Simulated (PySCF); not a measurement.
Li2, charge +1, doublet, geometry from GFN2-xTB (such geometries of metal compounds can be far from the true shape) (a state made from the parent by changing its charge; the spin is typed, not shown lowest); PBE/STO-3G, frequencies run with PySCF.

Here is a job for PySCF.
```python
from pyscf import gto, scf, dft
from pyscf.hessian import thermo

mol = gto.M(
    atom='''
Li   -0.00000000   -0.00000000   -1.37032182
Li    0.00000000    0.00000000    1.37032182
''',
    basis='sto-3g',
    charge=1,
    spin=1,
    verbose=3,
)

mf = dft.UKS(mol)
mf.xc = 'pbe'
mf.kernel()
hess = mf.Hessian().kernel()
freq = thermo.harmonic_analysis(mf.mol, hess)
print('frequencies / cm-1', freq['freq_wavenumber'].round(1))
th = thermo.thermo(mf, freq['freq_au'], 298.15, 101325)
thermo.dump_thermo(mf.mol, th)
```

What the program printed (banner, timings and long lists left out):

```
converged SCF energy = -14.5429175800618  <S^2> = 0.75000356  2S+1 = 2.0000036
frequencies / cm-1 [372.9]
temperature 298.1500 [K]
pressure 101325.00 [Pa]
Rotational constants [GHz] inf 19.39021 19.39021
Symmetry number 2
Zero-point energy (ZPE) 0.00085 [Eh]   2230.610 [J/mol]
                           tot       elec      trans        rot        vib
Entropy [J/mol/K]       202.304      5.763    141.552     50.522      4.467
Cv [J/mol/K]             27.178      0.000     12.472      8.314      6.392
Cp [J/mol/K]             35.493      0.000     20.786      8.314      6.392
Internal energy [J/mol]                      3718.434   2478.956   3114.467
Internal energy [Eh]   -14.53937  -14.54292
Enthalpy [J/mol]                             6197.391   2478.956   3114.467
Enthalpy [Eh]          -14.53843
Gibbs free energy [J/mol]                  -36006.328 -12584.155   1782.530
Gibbs free energy [Eh] -14.56140
```
